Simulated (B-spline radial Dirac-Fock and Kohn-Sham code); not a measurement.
**Xe⁺: non-radiative channels of the N1 vacancy**

System: the Xe⁺ ion, 1s2 2s2 2p6 3s2 3p6 3d10 4s2 4p6 4d10 5s2 5p5.

Method: a relativistic independent-particle model: LDA orbitals of the hole state, radiative multipoles to third order, Auger rates from the Coulomb interaction with a continuum orbital, Dirac-Fock energies. Computed with an atomic code on a B-spline grid. Kinetic energies are configuration averages from the vacuum level; the two-hole energies are estimated from single-hole states.

```
transition  kinetic energy (eV)  width (meV)  share (%)
   N1-N2O1                 4.97          496        8.7
   N1-N3O1                    –          802       14.0
   N1-N2O2                20.10          303        5.3
   N1-N2O3                21.64          709       12.4
   N1-N3O2                    –          638       11.2
   N1-N3O3                    –          926       16.2
   N1-N4N4                56.35         37.5        0.7
   N1-N4N5                58.08          613       10.7
   N1-N5N5                60.31          210        3.7
   N1-N4O1                105.8          217        3.8
   N1-N5O1                107.8          318        5.6
   N1-N4O2                120.8         28.7        0.5
   N1-N4O3                122.4          126        2.2
   N1-N5O2                122.7          110        1.9
   N1-N5O3                124.4          113        2.0
   N1-O1O3                168.0         24.2        0.4
```

A dash stands for an energy that rests on an unreliable hole state.

Coster-Kronig rates are the weakest part of this model and often come out 1.5 to 2.5 times too large. Channels within a few eV of threshold rest on estimated energies and may be closed in reality. The listed channels hold 99 % of the non-radiative rate. Summed by principal shells, of 5.71 eV in all: NNO 83.9 %, NNN 15.1 %, NOO 1.0 %.
